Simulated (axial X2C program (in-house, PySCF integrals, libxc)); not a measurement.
## Worked dissociation energy of PbN⁺: r2SCAN0, without spin–orbit coupling

All values were computed with an in-house all-electron X2C program for linear molecules (integrals from PySCF). Spin-free means the one-electron spin-free X2C Hamiltonian. Basis: Pb dyall-cv3z [12s14p10d7f1g], N dyall-av3z [7s7p3d2f] (cores contracted in-house); Gaussian nuclei, density fitting, unrestricted open shells. Masses: Pb 207.977 u, N 14.003 u.

Molecular state: M_S = 1, Λ = 0 (beyond evenly filled blocks: π+α, π-α).

- E(Pb+) (2M_S = 1, M_L = 0): -20885.713154 hartree
- E(N) (2M_S = 3, M_L = 0): -54.613430 hartree
- E(PbN⁺) at Re: -20940.370874 hartree
- ωe: 505.2 cm⁻¹
- ωexe: 4.58 cm⁻¹

(1) Work out De and D0.

The state is one determinant whose occupation by symmetry is held fixed; it was picked as the lowest of a PBE0 search that is not exhaustive. De is counted from the lowest determinant-based energies of the atoms at the same level, without counterpoise correction. The determinant is spin-polarised beyond a pure state at some levels (its spin-free form has ⟨S²⟩ too high), which makes Re and μ there less reliable. Spin-free De lacks the spin–orbit lowering of the heavy p-block atom, a tenth of an eV or more for 4p and 5p, up to an eV for 6p and one to two eV for 7p atoms, less what an open-shell molecule gains itself.

Each atomic determinant is the lowest at this level and need not be a pure term. Totals compare only within one Hamiltonian and basis.

Results:

(1) De = -20885.713154 + (-54.613430) − (-20940.370874) = 0.04429 hartree = 1.205 eV. The zero-point energy is ωe/2 − ωexe/4 = 251 cm⁻¹ = 0.031 eV, so D0 = 1.174 eV.
